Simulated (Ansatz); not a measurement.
The same hydrolysis along the group F, Cl, I.

Program: Ansatz. Geometries: PBE0-D4/def2-TZVP. ΔE: electronic, gas phase. CCSD(T)/CBS is the MP2 limit (def2-TZVPP, def2-QZVPP) plus CCSD(T) − MP2 in def2-TZVPP, frozen cores. This one scheme is used for every species. Functionals use def2-TZVPP. def2 core potentials past Kr. For I outer-core shells are correlated without core-valence functions, which leaves a few kJ/mol of doubt a bond. Each species was taken in one conformer, which may not be the lowest.

```
                                reaction  ωB97M-V (eV)  CCSD(T)/CBS(def2) (eV)
 `F[SiH]1CS1` + H₂O → `O[SiH]1CS1` + H–F          0.34                    0.32
`Cl[SiH]1CS1` + H₂O → `O[SiH]1CS1` + HCl         -0.06                   -0.03
  `I[SiH]1CS1` + H₂O → `O[SiH]1CS1` + HI         -0.19                   -0.08
```

Largest T1 diagnostic: 0.012, for `F[SiH]1CS1`.
